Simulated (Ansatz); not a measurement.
Ansatz (a quantum-chemistry and plane-wave program) input:

Ansatz 0.2 input:
```yaml
crystal:
  periodic: [false, false, false]
  atoms:
    - {symbol: C, position_ang: [1.72830850, -2.35905216, 1.58732818]}
    - {symbol: C, position_ang: [1.08629982, -1.36523260, 0.94333449]}
    - {symbol: C, position_ang: [0.49458917, -0.43818947, 0.34466740]}
    - {symbol: C, position_ang: [-0.18043151, 0.51728861, -0.29106834]}
    - {symbol: C, position_ang: [-0.71335768, 1.47198747, -0.88565211]}
    - {symbol: C, position_ang: [-1.94102360, 2.01057711, -1.48720625]}
    - {symbol: H, position_ang: [2.23250426, -3.15320510, 1.04652753]}
    - {symbol: H, position_ang: [1.76619538, -2.40186160, 2.67088230]}
    - {symbol: H, position_ang: [-1.79789622, 2.24484746, -2.54928673]}
    - {symbol: H, position_ang: [-2.80862498, 1.33119335, -1.42202323]}
    - {symbol: H, position_ang: [-2.23848675, 2.95475209, -1.01452004]}
basis:
  gaussian:
    orbitals: def2-TZVPD
hamiltonian:
  xc: {name: B2PLYP}
total_charge: -1
magnetization: {spin_polarized: false}
correlation: {electrons: outside_noble_gas}
```

Q: Predict the final energy.

A: -231.40213 Eh (B2PLYP/def2-TZVPD). The basis has 267 functions. The run takes around 40 core-seconds (rough).

It need not be the lowest isomer of its formula. Whether it binds its extra electron was not tested at this geometry.
